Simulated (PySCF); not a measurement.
**Zinc: a sound run and one with changed settings**

Sound run: Zn²⁺ [Ar] 3d10, Zn³⁺ [Ar] 3d9. Computed with PySCF 2.14 in 6-31G*, with no relativity, point nucleus. In the sound run the correlated levels freeze [Ar]. The sound run starts from symmetry-adapted Hartree-Fock orbitals and uses a fine grid where one is needed.

A second run was set up differently.

| species | method | sound run (hartree) | changed run (hartree) | converged |
| --- | --- | --- | --- | --- |
| Zn²⁺ | UHF | -1776.61041 | -1776.61041 | yes |
| Zn²⁺ | BP86 | -1778.30527 | -1778.30527 | yes |
| Zn²⁺ | PBE0 | -1777.82983 | -1777.82983 | yes |
| Zn²⁺ | MP2 | -1776.81086 | -1776.81086 | yes |
| Zn³⁺ | UHF | -1775.24469 | -1775.24468 | no |
| Zn³⁺ | BP86 | -1776.84670 | -1776.84684 | no |
| Zn³⁺ | PBE0 | -1776.38583 | -1776.38662 | no |

What was changed?
A. basis contracted for another Hamiltonian
B. too few SCF iterations
C. radial grid too coarse
D. minimal basis

B. It used initial guess minao, at most 5 SCF cycles. The SCF was stopped early; the energies are upper bounds that still move, and correlated levels were skipped or rest on poor orbitals.
